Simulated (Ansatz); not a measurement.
Input for Ansatz (a first-principles code): R-r2SCAN/def2-TZVPP on F4Sn (SMILES [F][Sn]([F])([F])[F]), atoms moved off the minimum. Elements past Kr take the def2 small-core potentials; no spin–orbit coupling.

Ansatz 0.2 input:
```yaml
crystal:
  periodic: [false, false, false]
  atoms:
    - {symbol: F, position_ang: [-0.96271468, -1.63720568, -0.73211951]}
    - {symbol: Sn, position_ang: [0.07626404, 0.07137790, 0.01393156]}
    - {symbol: F, position_ang: [-1.13655181, 1.51751069, 0.04421678]}
    - {symbol: F, position_ang: [0.55108148, -0.33605821, 1.75519034]}
    - {symbol: F, position_ang: [1.50810700, 0.33750512, -1.10338898]}
basis:
  gaussian:
    orbitals: def2-TZVPP
hamiltonian:
  xc: {name: r2SCAN}
scf: {lower_state_search: off}
output: {forces: true}
```

Program output:

```
WARN ansatz: RAYON_NUM_THREADS=4 ignored (pool sized by the plan → 4); use --threads N
Functional definition: r2SCAN
these checks for a lower state are left out or cut short: stability, starts, cluster_reference, orbital_swaps, neighbouring_geometries, increment
integrals: 0.08 GiB planned
1012 factors; their error is unknown
mean field: 0.59 GiB planned
mean field evaluation 1: about -16695.9851 eV, gradient 7.5e1 eV
mean field evaluation 2: about -16655.8646 eV, gradient 1.8e2 eV
mean field evaluation 4: about -16704.1734 eV, gradient 1.1e1 eV
mean field evaluation 8: about -16704.3518 eV, gradient 4.9e-2 eV
mean field evaluation 16: about -16704.3449 eV, gradient 2.1e-3 eV
mean field -16704.34488880 eV, -613.8733520519 hartree, gradient 3.2e-6 eV, S^2 0.000000; 0 other end points of the search recorded, 0 dependent functions left out
the calculation of the forces begins
reference -16704.34490330 eV, -613.8733525845 hartree; 29, 29 occupied and 145, 145 virtual orbitals, 1012 factors
Total energy: -16704.34490330 eV, -613.8733525845 hartree
Atom 0 at    -0.962715    -1.637206    -0.732120 Å, force     1.736415     2.876461     1.222995 eV/Å
Atom 1 at     0.076264     0.071378     0.013932 Å, force    -3.329089    -2.955205    -1.229408 eV/Å
Atom 2 at    -1.136552     1.517511     0.044217 Å, force     0.213931    -0.093977    -0.051397 eV/Å
Atom 3 at     0.551081    -0.336058     1.755190 Å, force     0.331546    -0.118560     0.790124 eV/Å
Atom 4 at     1.508107     0.337505    -1.103389 Å, force     1.047197     0.291280    -0.732314 eV/Å
Dipole moment:     0.227663     0.264089     0.078169 e Å
Checks for a lower state left out: stability, starts, cluster_reference, orbital_swaps, neighbouring_geometries, increment
```

The run converged.

Cost: very roughly 4 core-seconds.
